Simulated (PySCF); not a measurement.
GeS, SMILES [S]=[Ge] (connectivity only; charge and spin as stated), neutral, multiplicity 1.

Coordinates come from a B3LYP-D3(BJ)/def2-TZVP optimisation.

Vertical ionisation energy (IE) and electron affinity (EA) in eV. Rows of orbital energies are one-electron estimates. Where ΔSCF, EOM or ADC give a negative EA the extra electron is unbound and the value depends on the basis.

```tsv
level	IE	EA
−ε(HOMO), −ε(LUMO), B3LYP/def2-TZVPD (PySCF)	7.70	2.64
−ε(HOMO), −ε(LUMO), PBE0/def2-TZVPD (PySCF)	7.95	2.45
ADC(2)/aug-cc-pVDZ (PySCF)	9.63	0.47
```

Question: Beyond the first one, list the lowest photoelectron lines from ADC(2)/aug-cc-pVDZ in PySCF 2.14.0 with their pole strengths (two spins summed). (The exact figures need the calculation; the answer reports its results.)

Answer: 9.83 eV (1.79), 14.23 eV (1.61).
